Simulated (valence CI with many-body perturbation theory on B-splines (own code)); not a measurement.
Values are calculated unless marked as measured or tabulated.
From CI to CI+MBPT in Lu⁵⁸⁺

Method: valence CI with perturbative core correlation (CI+MBPT): three valence electrons over a frozen Dirac-Fock core [Ne], a basis of 11 s, 11 p, 9 d, 7 f, 5 g, 2 h, 1 i functions for each j, with the one-electron correlation potential Σ1, the two-electron term Σ2, the three-electron term Σ3, Breit, model QED; selected CI, second order for the rest (own B-spline code, finite nucleus).

No measured spectrum was set against this ion. As an estimate, large intervals hold to a few tenths of a per cent, small ones and those within an open d or f shell to about a per cent.

Each rung adds one term. CI alone is the Dirac-Coulomb CI over the frozen core; QED comes last and gives the full result, which names the levels. Energies are above (3s^2 3p1/2) J=1/2 on the same rung, in eV.

Levels are named by their leading jj configuration (3d3/2^4 stands for four electrons in 3d with j = 3/2), which in mixed levels can hold well under half, so a name can repeat and another be missing. Letters in brackets count levels of one name in rising energy.

```csv
Level,CI alone
(3s 3p1/2^2) J=1/2,157.27
(3s^2 3p3/2) J=3/2,301.65
(3s 3p1/2 3p3/2) J=3/2 [a],430.27
(3s 3p1/2 3p3/2) J=5/2,448.18
(3s 3p1/2 3p3/2) J=3/2 [b],468.54
(3s 3p1/2 3p3/2) J=1/2,477.89
(3s^2 3d3/2) J=3/2,525.64
(3s^2 3d5/2) J=5/2,586.72
(3p1/2^2 3p3/2) J=3/2,623.45
(3s 3p1/2 3d3/2) J=3/2 [a],637.46
(3s 3p1/2 3d3/2) J=5/2,650.13
(3s 3p1/2 3d3/2) J=1/2,674.79
(3s 3p1/2 3d3/2) J=3/2 [b],680.76
(3s 3p1/2 3d5/2) J=5/2 [a],719.27
(3s 3p1/2 3d5/2) J=7/2,733.15
(3s 3p1/2 3d5/2) J=5/2 [b],742.70
```

(1) What do these energies become with core correlation, Breit and QED?

(2) How does the ionisation energy move along the ladder, and which term matters most?

Results:

(1) (3s 3p1/2^2) J=1/2 156.57 (-0.700); (3s^2 3p3/2) J=3/2 298.56 (-3.093); (3s 3p1/2 3p3/2) J=3/2 [a] 426.73 (-3.535); (3s 3p1/2 3p3/2) J=5/2 443.82 (-4.363); (3s 3p1/2 3p3/2) J=3/2 [b] 464.22 (-4.322); (3s 3p1/2 3p3/2) J=1/2 473.65 (-4.246); (3s^2 3d3/2) J=3/2 520.03 (-5.602); (3s^2 3d5/2) J=5/2 579.65 (-7.068); (3p1/2^2 3p3/2) J=3/2 618.38 (-5.070); (3s 3p1/2 3d3/2) J=3/2 [a] 631.73 (-5.722); (3s 3p1/2 3d3/2) J=5/2 643.74 (-6.390); (3s 3p1/2 3d3/2) J=1/2 668.73 (-6.064); (3s 3p1/2 3d3/2) J=3/2 [b] 674.40 (-6.354); (3s 3p1/2 3d5/2) J=5/2 [a] 711.75 (-7.520); (3s 3p1/2 3d5/2) J=7/2 724.75 (-8.402); (3s 3p1/2 3d5/2) J=5/2 [b] 734.67 (-8.035).

(2) CI alone 6078.7, + Σ1 6079.8, + Σ2 6079.8, + Σ3 6079.7, + Breit 6071.2, + QED 6071.0 eV. The largest step is Breit, -8.5 eV. NIST lists 6070 ± 6 eV (theoretical).
